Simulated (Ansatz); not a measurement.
The cluster Te4As. Total charge 0; doublet. Geometry PBE-D4/def2-SVP, that of the charge +1 singlet.

| atom | x (Å) | y (Å) | z (Å) |
| --- | --- | --- | --- |
| As1 | 1.381 | 0.716 | 0.570 |
| Te2 | -0.148 | 1.835 | -1.302 |
| Te3 | -0.249 | -0.218 | 2.442 |
| Te4 | 0.290 | -1.719 | 0.179 |
| Te5 | -1.275 | -0.614 | -1.888 |

In the def2 sets Te takes a core potential; there is no spin–orbit coupling. The structure comes from a short search, and lower isomers may exist.

Problem. Estimate the α-spin orbital energies around the gap (eV) in Ansatz with PBE-D4/def2-TZVP, r2SCAN-D4/def2-TZVP, PBE0-D4/def2-TZVP.

Solution. 
| orbital | PBE-D4/def2-TZVP | r2SCAN-D4/def2-TZVP | PBE0-D4/def2-TZVP |
| --- | --- | --- | --- |
| HOMO−5 | -7.20 | -7.50 | -8.17 |
| HOMO−4 | -6.73 | -7.02 | -7.73 |
| HOMO−3 | -6.21 | -6.49 | -7.22 |
| HOMO−2 | -5.81 | -6.07 | -6.77 |
| HOMO−1 | -4.95 | -5.17 | -5.83 |
| HOMO | -4.02 | -4.22 | -4.78 |
| LUMO | -3.85 | -3.86 | -3.26 |
| LUMO+1 | -3.39 | -3.42 | -2.85 |
| LUMO+2 | -2.71 | -2.67 | -2.06 |
| LUMO+3 | -2.28 | -2.23 | -1.60 |
| LUMO+4 | -2.00 | -1.93 | -1.36 |
| LUMO+5 | 1.31 | 1.70 | 2.05 |
| β HOMO | -4.88 | -5.08 | -5.73 |
| β LUMO | -3.74 | -3.70 | -3.10 |
